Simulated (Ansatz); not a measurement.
`N[Si](F)(F)F` + H₂O → `O[Si](F)(F)F` + NH₃ at 700 K and 1 bar (formal hydrolysis of the Si–N bond).

Program: Ansatz. Geometries: PBE0-D4/def2-TZVP. ΔE: electronic, gas phase. CBS: MP2 limit from def2 TZ/QZ plus the TZ coupled-cluster correction, frozen cores. This one scheme is used for every species. Each species was taken in one conformer, which may not be the lowest.

```csv
species,CCSD(T)/CBS energy (Eh),H − E (kJ/mol),S (J/(mol·K))
`N[Si](F)(F)F`,-644.62042,157.0,420.4
H₂O,-76.37941,80.5,218.4
`O[Si](F)(F)F`,-664.50577,120.5,401.6
NH₃,-56.50880,116.9,226.5
```

H − E and S are ideal-gas, rigid-rotor, harmonic terms from PBE0-D4/def2-TZVP, for one conformer and one mirror image of each species. 1 Eh = 2625.50 kJ/mol, R = 8.31446 J/(mol·K).

**Question.** By hand: ΔE, ΔH, ΔS and ΔG.

**Answer.** ΔE = (-664.50577) + (-56.50880) − (-644.62042) − (-76.37941) = -0.01474 Eh = -38.7 kJ/mol. Δ(H − E) = 120.5 + 116.9 − 157.0 − 80.5 = -0.1, so ΔH = -38.8 kJ/mol. ΔS = 401.6 + 226.5 − 420.4 − 218.4 = -10.7 J/(mol·K). ΔG = -38.8 − 700 × (-10.7)/1000 = -31.3 kJ/mol.

**Question.** By hand: the equilibrium constant, and the temperature at which ΔG would vanish if ΔH and ΔS stayed fixed.

**Answer.** log₁₀ K = −ΔG/(RT ln 10) = 2.3. ΔG = 0 at ΔH/ΔS = 3626 K, far beyond where these terms or the molecules hold.

The number of gas molecules stays the same, so ΔS is small and ΔH decides. A doubt of 5 kJ/mol in ΔE shifts log₁₀ K by 0.4 here. Other conformers and mirror images would add mixing entropy, several J/(mol·K) or more a flexible species. These are equilibria of isolated gas molecules and say nothing of rates. Largest T1 diagnostic: 0.011 (customary marks: 0.02 for closed shells, 0.045 for open ones).
